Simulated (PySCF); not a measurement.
## TDDFT excited states: C6H9N

Compound: C6H9N.
InChI=1S/C6H9N/c1-2-3-4-5-6-7/h2-7H,1H3/b3-2-,5-4-,7-6+

Method: TDDFT PBE0/def2-SVPD, vertical, gas phase, core orbitals frozen in the response (PySCF 2.14.0, density-fitted response routines). One conformer (not necessarily the lowest) at the GFN2-xTB geometry, without solvent, vibrations or thermal averaging. Torsions of this conformer, `[H]/[N:7]=[CH:6]/[CH:5]=[CH:4]\[CH:3]=[CH:2]/[CH3:1]`: C2–C3–C4–C5 180°, C4–C5–C6–N7 180°.

Question: List the vertical singlet excitations with oscillator strengths and describe the spectrum.

Answer: 

| state | E (eV) | E (hartree) | f | symmetry | main configurations (H = HOMO, L = LUMO) |
| --- | --- | --- | --- | --- | --- |
| S1 | 4.23 | 0.1554 | 0.0005 | – | H-1→L (96%) |
| S2 | 4.75 | 0.1747 | 0.753 | A′ | H→L (95%) |
| S3 | 6.08 | 0.2233 | 0.173 | A′ | H→L+1 (66%), H-2→L (29%) |
| S4 | 6.37 | 0.2341 | 0.0035 | A″ | H→L+2 (76%), H→L+3 (18%) |
| S5 | 6.41 | 0.2356 | 0.0014 | – | H-1→L+1 (55%), H-3→L (33%) |
| S6 | 6.47 | 0.2376 | 0.0083 | A″ | H→L+3 (80%), H→L+2 (16%) |

Triplets, Tamm–Dancoff:

```tsv
state	E (eV)	λ (nm)	main configurations (H = HOMO, L = LUMO)
T1	2.60	476.5	H→L (94%)
T2	3.59	345.3	H-1→L (88%), H-1→L+1 (10%)
```

The lowest singlet lies at 4.23 eV (293 nm, ultraviolet) and is very weak; its leading configuration is HOMO-1→LUMO (96%). The most intense listed level is S2 at 4.75 eV (261 nm, f = 0.753), 0.52 eV above S1. Löwdin shares by element: HOMO carbon 72% or more (atoms not listed hold the other 28%); LUMO carbon 49% or more, nitrogen 18% (atoms not listed hold the other 32%). The listed states span 2.24 eV, and the widest gap between neighbours is 1.32 eV (S2 to S3). Of the 6 states listed, 2 reach f = 0.01 and none stays under 0.0005. Orbital energies (eV): HOMO-3 -9.68, HOMO-2 -8.91, HOMO-1 -7.44, HOMO -6.61, LUMO -1.65, LUMO+1 0.41, LUMO+2 0.84. Symmetry labels in Cs follow from the direction of the transition dipole and are given only for states with f of 0.002 or more. Singlets were solved by full linear response, triplets in the Tamm–Dancoff approximation.

Rough CPU time on one thread of a shared machine: about 90 s (grids of density and orbitals included).
